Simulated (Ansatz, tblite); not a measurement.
Cost and result up the ladder for 1-ethyl-3-methylimidazolium iodide, `CCn1cc[n+](C)c1.[I-]` (20 atoms). Charge 0, multiplicity 1. Geometry: PBE-D4/def2-SVP.

Ansatz on 4 threads of Arm Neoverse V2 on a shared host; xTB runs through tblite on one thread. Times are rough, summed over both states, and most runs start from the orbitals of an earlier one. PBE0-D4/def2-TZVP serves as the yardstick here, not as an exact answer. The other state is a triplet.

In the def2 sets I takes a core potential; there is no spin–orbit coupling. The xTB rows come from tblite. In the singlet geometry the species has come apart into loosely held pieces. In the triplet geometry the species has come apart into loosely held pieces.

xTB has no spin-polarisation term.

```csv
level,functions,wall time
GFN2-xTB,52,0.019 s
GFN1-xTB,63,0.026 s
PBE-D4/def2-TZVP (with forces),364,19 s
PBE0-D4/def2-TZVP,364,51 s
```

Question: Estimate what each level gives for the vertical triplet (eV).

Answer: 
| level | vertical triplet (eV) | difference from PBE0-D4/def2-TZVP (eV) |
| --- | --- | --- |
| GFN2-xTB | 3.24 | 0.00 |
| GFN1-xTB | 2.49 | -0.74 |
| PBE-D4/def2-TZVP (with forces) | 3.18 | -0.05 |
| PBE0-D4/def2-TZVP | 3.23 | 0.00 |
